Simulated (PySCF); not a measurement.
ClSi (SMILES [Si]Cl), doublet, geometry from GFN2-xTB, atoms displaced at random by about 0.03 Å a coordinate; PBE0/cc-pVDZ, gradient by finite differences (PySCF).

Here is a job for PySCF.
```python
from pyscf import gto, scf, dft

mol = gto.Mole()
mol.atom = '''
    Si    0.004115    0.001363   -1.139429
    Cl   -0.013105    0.033133    0.936675
'''
mol.basis = 'cc-pvdz'
mol.charge = 0
mol.spin = 1
mol.verbose = 4
mol.build()

mf = dft.UKS(mol)
mf.xc = 'pbe0'
mf.conv_tol = 1e-11
mf.kernel()
scan, done = mf.as_scanner(), []
scan.scf_summary = {}
def energy(d):
    c = mol.atom_coords()
    c[1, 0] += d
    e = scan(mol.set_geom_(c, unit='Bohr', inplace=False))
    done.append(scan.converged)
    return e
h = 1e-5
fd = (energy(h) - energy(-h)) / (2 * h)
print('dE/dx =', fd)
```

Output, abridged:

```
PySCF version 2.14.0

[INPUT] verbose = 4
[INPUT] num. atoms = 2
[INPUT] num. electrons = 31
[INPUT] charge = 0
[INPUT] spin (= nelec alpha-beta = 2S) = 1
[INPUT] symmetry False subgroup None
[INPUT] Mole.unit = angstrom
[INPUT] Symbol           X                Y                Z      unit          X                Y                Z       unit  Magmom
[INPUT]  1 Si     0.004115000000   0.001363000000  -1.139429000000 AA    0.007776223003   0.002575696708  -2.153208748387 Bohr   0.0
[INPUT]  2 Cl    -0.013105000000   0.033133000000   0.936675000000 AA   -0.024764860862   0.062612295685   1.770059217727 Bohr   0.0

nuclear repulsion = 60.6545249727542
number of shells = 10
number of NR pGTOs = 82
number of NR cGTOs = 36
basis = cc-pvdz
ecp = {}

******** <class 'pyscf.dft.uks.UKS'> ********
method = UKS
initial guess = minao
damping factor = 0
level_shift factor = 0
DIIS = <class 'pyscf.scf.diis.CDIIS'>
diis_start_cycle = 1
diis_space = 8
diis_damp = 0
SCF conv_tol = 1e-11
SCF conv_tol_grad = None
SCF max_cycles = 50
direct_scf = True
direct_scf_tol = 1e-13
number electrons alpha = 16  beta = 15
XC library pyscf.dft.libxc version 7.1.2
    S. Lehtola, C. Steigemann, M. J. T. Oliveira, and M. A. L. Marques,  SoftwareX 7, 1–5 (2018)
XC functionals = pbe0
    C. Adamo and V. Barone,  J. Chem. Phys. 110, 6158 (1999)
    M. Ernzerhof and G. E. Scuseria,  J. Chem. Phys. 110, 5029 (1999)
radial grids:
    Treutler-Ahlrichs [JCP 102, 346 (1995); DOI:10.1063/1.469408] (M4) radial grids

becke partition: Becke, JCP 88, 2547 (1988); DOI:10.1063/1.454033
pruning grids: <function nwchem_prune>
grids dens level: 3
symmetrized grids: False
atomic radii adjust function: <function treutler_atomic_radii_adjust>
small_rho_cutoff = 0
Set gradient conv threshold to 3.16228e-06
tot grids = 38064
init E= -749.421693810213

cycle= 1 E= -749.36893427268  delta_E= 0.0528  |g|= 0.177  |ddm|= 0.952
cycle= 2 E= -749.340899195314  delta_E= 0.028  |g|= 0.274  |ddm|= 0.485
cycle= 3 E= -749.393503725094  delta_E= -0.0526  |g|= 0.00893  |ddm|= 0.279
cycle= 4 E= -749.393620268572  delta_E= -0.000117  |g|= 0.00205  |ddm|= 0.0184
cycle= 5 E= -749.393628217143  delta_E= -7.95e-06  |g|= 0.000702  |ddm|= 0.00529
cycle= 6 E= -749.393629025717  delta_E= -8.09e-07  |g|= 0.000317  |ddm|= 0.00163
cycle= 7 E= -749.393629164389  delta_E= -1.39e-07  |g|= 7.77e-05  |ddm|= 0.000612
cycle= 8 E= -749.393629180976  delta_E= -1.66e-08  |g|= 1.36e-05  |ddm|= 0.000283
cycle= 9 E= -749.393629181482  delta_E= -5.05e-10  |g|= 3.1e-06  |ddm|= 4.82e-05
cycle= 10 E= -749.393629181502  delta_E= -2e-11  |g|= 4.53e-07  |ddm|= 8.33e-06
cycle= 11 E= -749.393629181502  delta_E= -5.68e-13  |g|= 1.28e-07  |ddm|= 1.2e-06
Extra cycle  E= -749.393629181502  delta_E= -1.14e-13  |g|= 9.87e-08  |ddm|= 4.15e-07
converged SCF energy = -749.393629181502  <S^2> = 0.75576679  2S+1 = 2.0057585
Create scanner for <class 'pyscf.dft.uks.UKS'>

WARN: Mole.unit (angstrom) is changed to Bohr

New geometry
   1 Si     0.004115000000   0.001363000000  -1.139429000000 AA    0.007776223003   0.002575696708  -2.153208748387 Bohr
   2 Cl    -0.013099708228   0.033133000000   0.936675000000 AA   -0.024754860862   0.062612295685   1.770059217727 Bohr

******** <class 'pyscf.scf.hf.UKS_Scanner'> ********
method = UKS_Scanner
initial guess = minao
damping factor = 0
level_shift factor = 0
DIIS = <class 'pyscf.scf.diis.CDIIS'>
diis_start_cycle = 1
diis_space = 8
diis_damp = 0
SCF conv_tol = 1e-11
SCF conv_tol_grad = None
SCF max_cycles = 50
direct_scf = True
direct_scf_tol = 1e-13
number electrons alpha = 16  beta = 15
XC library pyscf.dft.libxc version 7.1.2
    S. Lehtola, C. Steigemann, M. J. T. Oliveira, and M. A. L. Marques,  SoftwareX 7, 1–5 (2018)
XC functionals = pbe0
    C. Adamo and V. Barone,  J. Chem. Phys. 110, 6158 (1999)
    M. Ernzerhof and G. E. Scuseria,  J. Chem. Phys. 110, 5029 (1999)
radial grids:
    Treutler-Ahlrichs [JCP 102, 346 (1995); DOI:10.1063/1.469408] (M4) radial grids

becke partition: Becke, JCP 88, 2547 (1988); DOI:10.1063/1.454033
pruning grids: <function nwchem_prune>
grids dens level: 3
symmetrized grids: False
atomic radii adjust function: <function treutler_atomic_radii_adjust>
small_rho_cutoff = 0
Set gradient conv threshold to 3.16228e-06
tot grids = 38064
init E= -749.39362919633
cycle= 1 E= -749.393629180815  delta_E= 1.55e-08  |g|= 2.2e-07  |ddm|= 2.56e-06
cycle= 2 E= -749.393629180815  delta_E= 2.27e-13  |g|= 1.58e-07  |ddm|= 8.12e-07
Extra cycle  E= -749.393629180815  delta_E= 4.55e-13  |g|= 1.8e-07  |ddm|= 5.06e-07
converged SCF energy = -749.393629180815  <S^2> = 0.7557668  2S+1 = 2.0057585

WARN: Mole.unit (angstrom) is changed to Bohr

New geometry
   1 Si     0.004115000000   0.001363000000  -1.139429000000 AA    0.007776223003   0.002575696708  -2.153208748387 Bohr
   2 Cl    -0.013110291772   0.033133000000   0.936675000000 AA   -0.024774860862   0.062612295685   1.770059217727 Bohr

******** <class 'pyscf.scf.hf.UKS_Scanner'> ********
method = UKS_Scanner
initial guess = minao
damping factor = 0
level_shift factor = 0
DIIS = <class 'pyscf.scf.diis.CDIIS'>
diis_start_cycle = 1
diis_space = 8
diis_damp = 0
SCF conv_tol = 1e-11
SCF conv_tol_grad = None
SCF max_cycles = 50
direct_scf = True
direct_scf_tol = 1e-13
number electrons alpha = 16  beta = 15
XC library pyscf.dft.libxc version 7.1.2
    S. Lehtola, C. Steigemann, M. J. T. Oliveira, and M. A. L. Marques,  SoftwareX 7, 1–5 (2018)
XC functionals = pbe0
    C. Adamo and V. Barone,  J. Chem. Phys. 110, 6158 (1999)
    M. Ernzerhof and G. E. Scuseria,  J. Chem. Phys. 110, 5029 (1999)
radial grids:
    Treutler-Ahlrichs [JCP 102, 346 (1995); DOI:10.1063/1.469408] (M4) radial grids

becke partition: Becke, JCP 88, 2547 (1988); DOI:10.1063/1.454033
pruning grids: <function nwchem_prune>
grids dens level: 3
symmetrized grids: False
atomic radii adjust function: <function treutler_atomic_radii_adjust>
small_rho_cutoff = 0
Set gradient conv threshold to 3.16228e-06
tot grids = 38064
init E= -749.393629151141
cycle= 1 E= -749.393629182186  delta_E= -3.1e-08  |g|= 4.34e-07  |ddm|= 5.08e-06
cycle= 2 E= -749.393629182188  delta_E= -1.59e-12  |g|= 3.17e-07  |ddm|= 1.52e-06
Extra cycle  E= -749.393629182188  delta_E= 2.27e-13  |g|= 3.66e-07  |ddm|= 8.99e-07
converged SCF energy = -749.393629182188  <S^2> = 0.7557668  2S+1 = 2.0057585
dE/dx = 6.865548130008392e-05
```
